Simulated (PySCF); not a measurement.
Computed IR spectrum (relative IR intensity) of a molecule CH₇NSi₃. Coordinates come from a B3LYP-D3(BJ)/def2-SVP optimisation. One conformer was computed; it need not be the lowest. Level of theory: B3LYP-D3(BJ)/def2-SVP in PySCF 2.14.0. Frequencies are harmonic and unscaled.

Lines under 2 % of the strongest are left out, and lines within 2 cm⁻¹ are merged.

```
ν (cm⁻¹)  relative intensity
--------  ------------------
226                      6.4
418                      4.5
429                      4.2
474                      3.6
510                      5.5
547                      3.8
584                      2.6
624                       13
675                      9.7
708                       39
760                       22
780                       52
874                      100
906                      2.2
940                       17
943                       46
1290                     4.3
1593                      16
2188                      47
2198                     3.0
2204                      60
2208                      21
2217                      34
2222                      44
3007                      26
```

Problem. Which molecule gave these data?
A. [SiH3][Si@@H]1C=N[SiH2]1
B. C1=N[SiH2][SiH2][SiH2]1
C. [SiH3][Si@H]1N=C[SiH2]1
D. [SiH3]C1=N[SiH2][SiH2]1

Solution. C, [SiH3][Si@H]1N=C[SiH2]1
